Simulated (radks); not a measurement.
The nuclear charge of neutral indium is varied continuously with 49 electrons held in [Kr] 4d10 5s2 5p1. All-electron calculation, scalar-relativistic Kohn-Sham, PBE, spin-polarised, spherical densities, finite nucleus; open shells are filled with parallel spins first (spin-orbit coupling, left out, can overturn this in heavy ions); Fermi nuclear charge, rms radius 4.6156 fm. Program: a radial shooting solver on a logarithmic mesh with Libxc functionals. By the Hellmann-Feynman theorem dE/dZ = E(electron-nucleus)/Z, the electronic potential at the nucleus (averaged over a nucleus of fixed radius). The scalar-relativistic energy here is not variational (the density holds large components alone), so the two differ by a part that grows with Z.

Z = 48.75: E (hartree) -5808.97164; E(electron-nucleus)/Z (hartree) -288.163; HOMO 5p; e(HOMO) (eV) -1.256; <r> HOMO (bohr) 4.131
Z = 49: E (hartree) -5881.49996; E(electron-nucleus)/Z (hartree) -290.223; HOMO 5p; e(HOMO) (eV) -2.779; <r> HOMO (bohr) 3.704
Z = 49.25: E (hartree) -5954.54717; E(electron-nucleus)/Z (hartree) -292.280; HOMO 5p; e(HOMO) (eV) -4.505; <r> HOMO (bohr) 3.418
Z = 49.5: E (hartree) -6028.11275; E(electron-nucleus)/Z (hartree) -294.335; HOMO 5p; e(HOMO) (eV) -6.400; <r> HOMO (bohr) 3.204
Z = 49.75: E (hartree) -6102.19650; E(electron-nucleus)/Z (hartree) -296.390; HOMO 5p; e(HOMO) (eV) -8.442; <r> HOMO (bohr) 3.034
Z = 50: E (hartree) -6176.79835; E(electron-nucleus)/Z (hartree) -298.444; HOMO 5p; e(HOMO) (eV) -10.619; <r> HOMO (bohr) 2.892

The central difference of E at Z = 49 is -291.151 hartree, to compare with the third column; the second derivative is -8.3 hartree.
